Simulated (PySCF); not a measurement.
Spinor energies of Fe⁶⁺ (iron, charge +6)

Start: [Ar] 3d2; 3d3/2 filled at m_j = +1/2, +3/2. Calculated with PySCF 2.14 in an uncontracted even-tempered set (18 s from 0.27 bohr⁻², ratio 2.8; 12 p from 0.35 bohr⁻², ratio 2.8; 9 d from 0.35 bohr⁻², ratio 2.8; 4 f from 1.2 bohr⁻², ratio 3): generalised Hartree-Fock with the X2C-1e Hamiltonian and a Gaussian nucleus; one run each with spin-orbit coupling (SO) switched off, then screened by Boettger's factors.

```csv
spinor shell,electrons,"ε, spin-free (eV)","ε, screened SO (eV)",weight of nominal j (screened SO),"rms radius, screened SO (bohr)"
1s1/2,2,-7291.9,-7291.8,1.000,0.0675
2s1/2,2,-1002.2,-1002.2,1.000,0.288
2p1/2,2,-867.71,-877.04,0.989,0.258
2p3/2,4,-867.71,-863.08,0.994,0.261
3s1/2,2,-223.24,-223.23,1.000,0.826
3p1/2,2,-180.39,-182.96,0.649,0.857
3p3/2,4,-180.39,-179.10,0.825,0.862
3d3/2,2,-125.74,-125.80,0.756,0.892
```

```tsv
quantity	spin-free	screened SO
E (hartree)	-1261.14457	-1261.17076
M_J	2	2
⟨J²⟩	8.004	7.593
⟨L²⟩	12.003	11.976
⟨S²⟩	2.001	1.991
```

The determinant has a definite M_J but mixes levels of different J.

Each row is a mean over spinors that exchange with the open shell spreads, by up to 11.986 eV (3p1/2).

Rows whose weight is well below 1 are mixtures of j = l ± 1/2: exchange outweighs spin-orbit coupling there, and the label is only the starting occupation.

Without spin-orbit coupling the j labels of p, d and f shells carry no meaning; the spin-free column gives the mean over the occupied spinors of each nl shell, and its ⟨J²⟩ belongs to a mixture of degenerate components.
